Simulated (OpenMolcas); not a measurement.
**Os⁶⁺: from CASSCF to CASPT2**

```yaml
Program: OpenMolcas 26.06
Basis: ANO-RCC-VTZP [8s7p5d3f2g1h]
Scalar_Hamiltonian: DKH2, point nucleus
Active_space: 2 electrons in 5 orbitals (5d)
State_averaging: 2S+1 = 3 even, 10 roots; 2S+1 = 1 even, 15 roots kept (CI in the orbitals of an earlier block)
Spin-orbit_coupling: state interaction with AMFI integrals over the reference wave functions, term energies averaged over their components
```

Methods on the same reference wave functions:
A. CASSCF
B. SS-CASPT2, IPEA 0.25 Eh, imaginary shift 0.1 Eh (closed shells correlated: 5s 5p)

Energies in cm-1 above 5d2 3F2, the measured ground level; measured values from van het Hof, Joshi, Wyart and Sugar, J. Res. Natl. Inst. Stand. Technol. 100, 687 (1995).

```csv
Level,A,B,Measured
5d2 3F2,0.0,0.0,0.0
5d2 3F3,10306,10630,10308
5d2 3P0,17989,16380,15837
5d2 3F4,18523,18540,
5d2 3P1,24217,23000,22098
5d2 1G4,33668,32200,31274
5d2 3P2 [56 %],35665,33980,33127
5d2 1S0,63952,58680,57710
```

Deviations, from unrounded energies. A percentage is the sum of absolute deviations over the sum of measured energies, with the sign that they share, or ± where signs differ.

```json
{"Against measurement": "mean absolute deviation (cm-1)", "Levels": "6", "A": "2600", "B": "750"}
{"Against measurement": "fine structure of the ground term (%)", "Levels": "1", "A": "-0.0", "B": "+3.2"}
{"Against measurement": "other terms of the ground configuration (%)", "Levels": "5", "A": "+9.7", "B": "+2.6"}
```

B lies closest to measurement on these levels. The largest miss of B in the table is 5d2 1S0, by +970 cm-1. The ranking rests on the paired levels alone, and a cruder setting can come out closer through cancelling errors.

From A to B the spin-free energies of the other terms of 5d2 shown, above 3F, scale by factors of 0.87 to 0.89, as is usual when dynamic correlation screens the repulsion within a d or f shell.

The lowest spin-free term lies below A's lowest term by 0.219 hartree in B.

CASPT2 does not keep the components of a term degenerate, so their means are used; among the terms shown or strongly mixed into the levels shown the widest spread is 550 cm-1 (5d2 1G, B). Terms from blocks run as CI alone lack orbitals of their own. Without dynamic correlation excited terms often stand tens of per cent too high (terms of higher spin than the ground term too low), and those without a measured partner can miss by more than the paired ones (holds for A). Computed and measured levels are paired by configuration, term and J; levels that our copy of the source lacks, or whose pairing is in doubt (as where it misses far off the trend of its configuration), stay unpaired and out of the deviations. Levels of configurations outside the active space are missing. The table leaves out levels that lie high or whose names do not pair safely across all columns.

A share in square brackets marks a mixed level and gives the weight of the term that names it, the lowest over the columns.
